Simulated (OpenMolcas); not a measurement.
**Fe⁵⁺: the spin-orbit constant, Racah parameters, worked from levels**

| Property | Result |
| --- | --- |
| Program | OpenMolcas |
| Basis | ANO-RCC-VQZP [7s6p4d3f2g1h] |
| Scalar Hamiltonian | DKH2, point nucleus |
| Active space | 9 electrons in 8 orbitals (RAS1 3p, at most 2 holes; RAS2 3d) |
| State averaging | 2S+1 = 4 even, 10 roots; 2S+1 = 2 even, 40 roots |
| Spin-orbit coupling | state interaction with AMFI integrals over the reference wave functions, term energies averaged over their components |

Methods: RASSCF; MS-RASPT2, IPEA 0.25 Eh, imaginary shift 0.1 Eh (closed shells correlated: 3s). Measured levels: Corliss and Sugar, J. Phys. Chem. Ref. Data 11, 135 (1982).

**The spin-orbit constant.** For the Hund term ⁴F of d3, E(J) = (A/2) J(J+1) + constant and ζ = 2S·A = 3A. From J = 3/2 to J = 9/2 the energy changes by 10.5 A.

| Source | E(9/2) - E(3/2) | A | ζ |
| --- | --- | --- | --- |
| RASSCF | 2128.3 | 202.7 | 608 |
| MS-RASPT2 | 2125.5 | 202.4 | 607 |
| measured | 2000.6 | 190.5 | 572 |

All in cm-1. MS-RASPT2 is off by +6.2 % and RASSCF by +6.4 %. Both methods take the spin-orbit matrix elements from the reference wave functions, so the second can move ζ only through the term energies and any multistate remixing. Second-order mixing with other terms is absorbed into this ζ.

**Racah parameters.** Above ⁴F, d3 has ⁴P at 15B, ²G at 4B + 3C and ²H at 9B + 3C. The first two fix B and C, and the third tests them; where it misses by thousands of cm-1, two parameters do not describe the configuration (Trees and configuration-interaction terms are left out) and B and C hang on the terms chosen. Term energies are centres of gravity, weighted by 2J + 1.

```tsv
Source	⁴P	²G	B	C	C/B	²H from B, C	²H found
RASSCF	20999	23021	1400	5807	4.15	30021	32199
MS-RASPT2	18735	20146	1249	5050	4.04	26391	28056
measured	18079	19841	1205	5007	4.16	25866	27822
```

Energies in cm-1. From RASSCF to MS-RASPT2, B changes by -10.8 % and C by -13.0 %. Against the measured terms, MS-RASPT2 has B off by +3.7 % and C by +0.9 %.

CASPT2 does not keep the components of a term degenerate, so their means are used; among the terms shown or strongly mixed into the levels shown the widest spread is 1400 cm-1 (3d³ ⁴F, MS-RASPT2). Active for correlation alone: 3p; no level in the range computed is led by a configuration that opens it, so any true level of that kind is missing. Without dynamic correlation excited terms often stand tens of per cent too high (terms of higher spin than the ground term too low), and those without a measured partner can miss by more than the paired ones (holds for RASSCF). Computed and measured levels are paired by configuration, term and J; levels that our copy of the source lacks, or whose pairing is in doubt (as where it misses far off the trend of its configuration), stay unpaired and out of the deviations. Levels of configurations outside the active space are missing.
